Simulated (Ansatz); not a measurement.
Isolated molecules relaxed with PBE0-D4/def2-TZVP in Ansatz; ΔE leaves out vibrations. CCSD(T)/CBS adds triple-zeta CCSD(T) − MP2 to the extrapolated MP2 energy (def2 sets, frozen cores). This one scheme is used for every species. DFT in def2-TZVPP. HSE06 is defined as in plane-wave codes. For Ge outer-core shells are correlated without core-valence functions, which leaves a few kJ/mol of doubt a bond. Scalar relativity is left out up to krypton. One conformer a species, not always the lowest.

Consider the ligand exchange at a Ge–S bond: `C[O][Ge][SH]` + CH₃OH → `C[O][Ge][O]C` + H₂S.

| level | ΔE (kJ/mol) | difference from CCSD(T)/CBS |
| --- | --- | --- |
| LDA (SPW92) | 3.5 | 5.2 |
| revPBE-D4 | 8.5 | 10.2 |
| BLYP-D4 | 0.5 | 2.2 |
| PBE0-D4 | 8.3 | 10.0 |
| ωB97X-V | -6.7 | -5.0 |
| ωB97M-V | -2.9 | -1.2 |
| PBE-QIDH | 1.5 | 3.2 |
| PBE | 7.8 | 9.5 |
| revPBE | 8.9 | 10.6 |
| PBE0 | 7.9 | 9.6 |
| r2SCAN0 | 3.8 | 5.5 |
| HSE06 | 8.5 | 10.2 |
| CAM-B3LYP | -8.5 | -6.8 |
| LC-ωPBE | -5.9 | -4.2 |
| MP2/def2-TZVPP | -5.7 | -4.0 |
| HF/CBS(def2) | -6.7 | -5.0 |
| CCSD(T)/CBS | -1.7 | 0 |

Largest T1 diagnostic among the species: 0.015.

Leaving LDA and LC-ωPBE aside and taking each functional with its dispersion term where it has one, the values, not all of them listed here, spread over 16.9 kJ/mol, from CAM-B3LYP-D4 to HSE06-D4. LDA lies −4.3 kJ/mol from PBE without D4. At CCSD(T), def2-SVP lies −12.4 kJ/mol from the extrapolated value and def2-TZVPP −4.3 kJ/mol.
